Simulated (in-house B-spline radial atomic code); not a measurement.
**Neutral rhodium: [Kr] 4d9 (an excited or competing configuration)**

Level of theory: Dirac-Hartree-Fock, average of configuration, Fermi nucleus of rms radius 4.4945 fm; calculated with a B-spline radial code for spherical atoms.

Screening seen three ways: the hydrogenic charge with the same mean radius, Z_r = [3n² - l(l+1)]/(2<r>), the one with the same energy, Z_e = n√(-2ε), and Slater's rules. Values are occupation-weighted means over j. An effective charge above Z reflects the relativistic contraction of the inner shells.

```csv
shell,electrons,ε (eV),<r> (bohr),Z_r,Z_e,Slater
1s,2,-23355,0.03262,45.99,41.43,44.70
2s,2,-3463.8,0.1413,42.46,31.91,40.85
2p,6,-3099.2,0.1236,40.45,30.19,40.85
3s,2,-650.99,0.3881,34.78,20.75,33.75
3p,6,-527.62,0.3883,32.19,18.68,33.75
3d,10,-329.66,0.3693,28.43,14.77,23.85
4s,2,-97.475,0.9925,24.18,10.71,17.25
4p,6,-60.442,1.097,20.96,8.43,17.25
4d,9,-8.1012,1.652,12.71,3.09,6.20
```

The least bound orbital is 4d5/2 at -7.919 eV, and it is also the most diffuse (<r> = 1.667 bohr).

Spin-orbit splittings of the orbital energies (j = l + 1/2 above j = l - 1/2 when positive): 2p 145.4 eV, 3p 25.88 eV, 3d 5.051 eV, 4p 4.114 eV, 4d 0.4564 eV.

For the 1s electron the small component carries 2.71 % of the norm, the zero-frequency Breit interaction raises the level by 48.27 eV, self-energy by 26.75 eV, and vacuum polarisation lowers it by 3.249 eV.

The density falls to 0.001 bohr⁻³ at 4.07 bohr; Σ<r²> = 44.754 bohr² gives, by the non-relativistic formula and without the paramagnetism of open shells, a Langevin diamagnetic susceptibility of -35.44×10⁻⁶ cm³/mol.
